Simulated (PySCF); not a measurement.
## PH₂ + 2 HBr → PH₄ + Br₂

Level: PBE0 in the def2-TZVP basis family, all electrons, no relativity, computed in PySCF with density fitting; open shells unrestricted.

```json
{"species": "PH₂", "state and structure": "doublet, C2v, P–H 1.424 Å (×2); H–P–H 91.5°", "ZPE (kJ/mol)": "35.4", "H(298 K) − H(0) (kJ/mol)": "10.0", "S° (J/(mol K))": "212.6"}
{"species": "HBr", "state and structure": "singlet, C∞v, H–Br 1.421 Å", "ZPE (kJ/mol)": "16.0", "H(298 K) − H(0) (kJ/mol)": "8.7", "S° (J/(mol K))": "198.5"}
{"species": "PH₄", "state and structure": "doublet, C2v, P–H 1.410 Å (×2), P–H 1.520 Å (×2); H–P–H 92.8° (×4), H–P–H 99.7°, H–P–H 171.3°", "ZPE (kJ/mol)": "79.1", "H(298 K) − H(0) (kJ/mol)": "10.5", "S° (J/(mol K))": "225.5"}
{"species": "Br₂", "state and structure": "singlet, D∞h, Br–Br 2.281 Å", "ZPE (kJ/mol)": "2.0", "H(298 K) − H(0) (kJ/mol)": "9.7", "S° (J/(mol K))": "244.8"}
```

Problem. Is the gas-phase reaction uphill or downhill in electronic energy at this level, and by how much?

Solution. At PBE0/def2-TZVP, ΔE = 143.9 kJ/mol, uphill. 

Problem. Add zero-point, thermal and entropy terms for 298.15 K and 1 bar.

Solution. ΔZPE = 13.7 and Δ[H(298) − H(0)] = -7.2 kJ/mol give ΔH° = 150.4 kJ/mol. ΔS° = -139.3 J/(mol K), so ΔG° = 150.4 − 298.15 × (-0.1393) = 192 kJ/mol.

Each species is the lowest minimum found with this bonding; other isomers or fragments can lie lower.
